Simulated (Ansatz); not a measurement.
Born–Oppenheimer molecular dynamics of Cl₃HSn (5 atoms, charge 0, multiplicity 1). It starts from a relaxed structure.

Level of theory: Ansatz 0.2.0, RKS B3LYP-D4/def2-SVP.

- ensemble: NVT, Nosé–Hoover chain
- time step: 0.5 fs
- steps asked: 100
- set temperature: 500 K
- thermostat: time constant 100 fs, chain length 3 (defaults)
- seed: 568896

First frame:

```xyz
5
Properties=species:S:1:pos:R:3
Sn 0.000 0.000 0.036
H 0.001 0.000 1.742
Cl 2.186 0.000 -0.815
Cl -1.092 1.893 -0.816
Cl -1.092 -1.893 -0.816
```

Q: How far do the bonds stretch over the last three quarters of this one trajectory? (Pairs bonded in most of those frames.)

A: 
| bond | mean (Å) | spread (Å) | shortest | longest |
| --- | --- | --- | --- | --- |
| Sn1–H2 | 1.708 | 0.006 | 1.70 | 1.72 |
| Sn1–Cl3 | 2.375 | 0.014 | 2.34 | 2.39 |
| Sn1–Cl4 | 2.346 | 0.006 | 2.34 | 2.36 |
| Sn1–Cl5 | 2.455 | 0.041 | 2.35 | 2.49 |

Mean temperature of the second half: 247 K. The conserved energy stayed within 0.0099 meV per atom of its start (net change 0.0016 meV per atom), so the integration is sound. The mean temperature of the second half is 51 % below the set value. A run of 0.05 ps of so small a system gives no equilibrium averages.

The run took 6.5 min on 1 thread of Arm Neoverse V2 (shared host), peak memory 0.19 GiB.
